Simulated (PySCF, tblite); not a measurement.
Isomers of C5H14SSi2, one GFN2-xTB conformer each. Single-point energies are computed at PBE0/pcSseg-1 (PySCF, gas phase, no added dispersion term), electronic only.

**Question.** Rank them by PBE0/pcSseg-1 energy, lowest first (kcal/mol).
A. `[CH3:1][S:2]/[CH:3]=[CH:4]/[C@@H:5]([CH3:6])[SiH2:7][SiH3:8]` with C1–S2–C3–C4 177°, C3–C4–C5–C6 139°, C4–C5–Si7–Si8 53°
B. `[CH2:1]=[CH:2][C@@H:3]([CH2:4][CH3:5])[SiH2:6][S:7][SiH3:8]` with C1–C2–C3–C4 133°, C2–C3–C4–C5 -64°, C2–C3–Si6–S7 -63°, C3–Si6–S7–Si8 -179°
C. `[CH3:1][S:2][SiH2:3][C@H:4]1[CH2:5][CH2:6][SiH2:7][CH2:8]1` with C1–S2–Si3–C4 -178°, S2–Si3–C4–C5 179°, Si3–C4–C5–C6 176°, C4–C5–C6–Si7 -38°, C5–C6–Si7–C8 13°, C6–Si7–C8–C4 15°
D. `[CH3:1][S:2][C@H:3]1[CH2:4][C@@H:5]([SiH2:6][SiH3:7])[CH2:8]1` with C1–S2–C3–C4 -48°, C4–C5–Si6–Si7 -62°, S2–C3–C4–C5 134°, C3–C4–C5–Si6 -131°, C4–C5–C8–C3 10°, S2–C3–C8–C5 -135°

**Answer.** C (0.0), B (5.8), A (41.4), D (44.6).

As drawn, the highest has a four-membered ring and an Si–Si bond, which the lowest lacks. GFN2-xTB itself gives, in the same order: 6.3, 0.0, 45.9, 38.7. GFN2-xTB puts C=C[C@@H](CC)[SiH2]S[SiH3] lowest instead; measured from each level's own lowest isomer, the values differ by up to 6.3 kcal/mol (CS[SiH2][C@H]1CC[SiH2]C1: 6.3 against 0.0).

**Question.** Which frontier levels, dipoles and rotational constants go with these structures?

**Answer.** 
```csv
SMILES,"HOMO (eV, PBE0/pcSseg-1)",LUMO (eV),dipole (D),"A, B, C (MHz)"
CS[SiH2][C@H]1CC[SiH2]C1,-6.66,0.31,1.44,"3120, 517.9, 464.6"
C=C[C@@H](CC)[SiH2]S[SiH3],-7.18,-0.18,1.24,"2144, 552.3, 503.0"
CS/C=C/[C@@H](C)[SiH2][SiH3],-5.85,-0.16,1.54,"1418, 634.5, 470.9"
CS[C@H]1C[C@@H]([SiH2][SiH3])C1,-6.28,-0.22,1.22,"2356, 518.4, 496.6"
```

**Question.** What happens when harmonic zero-point energies from GFN2-xTB frequencies are added?

**Answer.** 
```tsv
SMILES	ZPE (kcal/mol)	electronic (kcal/mol)	with ZPE (kcal/mol)
CS[SiH2][C@H]1CC[SiH2]C1	107.9	0.0	0.0
C=C[C@@H](CC)[SiH2]S[SiH3]	105.5	5.8	3.4
CS/C=C/[C@@H](C)[SiH2][SiH3]	103.4	41.4	36.9
CS[C@H]1C[C@@H]([SiH2][SiH3])C1	105.2	44.6	41.9
```

The zero-point energies span 4.5 kcal/mol. The order is unchanged.
